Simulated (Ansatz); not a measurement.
Correlation energies of C₂H₆O₂Si, SMILES `CC(=O)O[SiH3]` by basis set

```csv
atom,x (Å),y (Å),z (Å)
C1,1.406,1.218,-0.631
C2,0.480,0.059,-0.455
O3,0.478,-0.944,-1.122
O4,-0.388,0.231,0.553
Si5,-1.477,-1.037,0.825
H6,0.826,2.125,-0.810
H7,2.080,1.032,-1.462
H8,1.973,1.374,0.289
H9,-2.271,-0.540,1.972
H10,-2.348,-1.242,-0.353
H11,-0.758,-2.275,1.196
```

The species carries charge 0 and has multiplicity 1. All single points use the PBE0-D4/def2-TZVP geometry. Frozen core, restricted reference, the Gaussian-basis code of Ansatz. CBS rows extrapolate triple and quadruple zeta; past MP2 they add the triple-zeta difference.

| basis | HF (Eh) | MP2 corr. |
| --- | --- | --- |
| def2-SVP | -517.67734 | -0.73150 |
| def2-TZVPP | -518.05673 | -0.91590 |
| def2-QZVPP | -518.07667 | -0.98394 |

Estimate the CCSD correlation energy and the (T) correction in each basis where they were run (hartree).


```json
{"basis": "def2-SVP", "CCSD corr.": "-0.77539", "(T)": "-0.02271"}
{"basis": "def2-TZVPP", "CCSD corr.": "-0.95012", "(T)": "-0.03803"}
{"basis": "CBS(def2)", "CCSD corr.": "-1.06855", "(T)": "as TZ"}
```
